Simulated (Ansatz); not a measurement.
Total energies of `C[Si](C)(C)C#Cc1cnc(-c2cnc(-c3cnc(C#C[Si](C)(C)C)nc3)nc2)nc1` from Ansatz at PBE0-D4/def2-TZVP, gas phase (1 Eh = 27.2114 eV = 2625.5 kJ/mol). The reference geometry is relaxed at r2SCAN-D4/def2-SVP.

```csv
state,geometry,energy (Eh)
charge 0 singlet,reference,-1759.14259
charge 1 doublet,reference,-1758.85292
charge -1 doublet,reference,-1759.20831
free C atom (triplet),–,-37.80537
free Si atom (triplet),–,-289.24943
free N atom (quartet),–,-54.54382
free H atom (doublet),–,-0.50104
```

Single mean-field runs in def2-TZVP are fitted with def2-universal-jkfit.

Task: Work out the vertical ionisation energy to the doublet.

Result: E(charge 1 doublet) − E(charge 0 singlet) = -1758.85292 − (-1759.14259) = 0.28967 Eh = 7.88 eV. For comparison, −ε of the highest occupied level is 6.83 eV at this level, 1.05 eV less.

Task: Work out the vertical electron affinity, to the doublet.

Result: E(charge 0 singlet) − E(charge -1 doublet) = -1759.14259 − (-1759.20831) = 0.06572 Eh = 1.79 eV. The basis lacks diffuse functions, which makes affinities too small.

Task: Give the fundamental gap IE − EA, the Mulliken electronegativity (IE + EA)/2 and the hardness (IE − EA)/2.

Result: From the values in Eh: IE − EA = 0.28967 − 0.06572 = 0.22395 Eh = 6.09 eV; (IE + EA)/2 = 4.84 eV; (IE − EA)/2 = 3.05 eV. The HOMO–LUMO gap of the same run is 4.02 eV, 2.07 eV smaller than the fundamental gap.

Task: What is the binding energy per atom against free atoms?

Result: Atoms: 22 × (-37.80537) + 2 × (-289.24943) + 6 × (-54.54382) + 24 × (-0.50104) = -1749.50488 Eh. Binding: -1749.50488 − (-1759.14259) = 9.63771 Eh = 262.26 eV, or 4.86 eV for each of 54 atoms (no zero-point energy, no counterpoise term).
